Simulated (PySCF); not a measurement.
**Vanadium: a sound run and one with changed settings**

Sound run: V+ [Ar] 3d4, V(2+) [Ar] 3d3. Calculation: PySCF 2.14, in x2c-TZVPall; scalar relativity by spin-free X2C-1e. The sound run starts from symmetry-adapted Hartree-Fock orbitals and uses a fine grid where one is needed.

Changed run: 6 angular points. This setting is unsound on purpose.

```json
{"species": "V+", "method": "UHF", "sound run (hartree)": "-947.90607", "changed run (hartree)": "-947.90607", "converged": "yes"}
{"species": "V+", "method": "TPSS", "sound run (hartree)": "-948.95636", "changed run (hartree)": "-950.52457", "converged": "yes"}
{"species": "V+", "method": "PBE0", "sound run (hartree)": "-948.72913", "changed run (hartree)": "-949.28504", "converged": "yes"}
{"species": "V(2+)", "method": "UHF", "sound run (hartree)": "-947.42072", "changed run (hartree)": "-947.42072", "converged": "yes"}
{"species": "V(2+)", "method": "TPSS", "sound run (hartree)": "-948.40738", "changed run (hartree)": "-947.48821", "converged": "yes"}
{"species": "V(2+)", "method": "PBE0", "sound run (hartree)": "-948.17855", "changed run (hartree)": "-947.06531", "converged": "yes"}
```

Ionisation energy of V+:

| method | sound run (eV) | changed run (eV) |
| --- | --- | --- |
| UHF | 13.207 | 13.207 |
| PBE0 | 14.982 | 60.402 |

A coarse angular grid integrates products of high-l functions wrongly, so density functionals can shift, and the SCF can exploit the error; Hartree-Fock and MP2 need no grid.

For comparison, NIST gives 14.634 ± 0.007 eV between the lowest levels.
